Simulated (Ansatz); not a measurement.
Al(PH2)3 (AlH6P3), SMILES [PH2][Al]([PH2])[PH2].

The structure is a stationary point at PBE0-D3(BJ)/def2-SVP. One conformer was computed; it need not be the lowest.

Two levels are set side by side: PBE/def2-SVPD (Ansatz, a program for electronic structure) and CAM-B3LYP/def2-SVPD (Ansatz). Energy differences of separate SCF runs at the same geometry; the states with an electron removed or added have multiplicity 2 and 2. Differences are taken from unrounded values.

```tsv
quantity	CAM-B3LYP	PBE	PBE minus CAM-B3LYP
vertical ionisation energy (eV)	8.98	8.50	-0.48
vertical singlet–triplet gap (eV)	4.26	3.67	-0.59
```
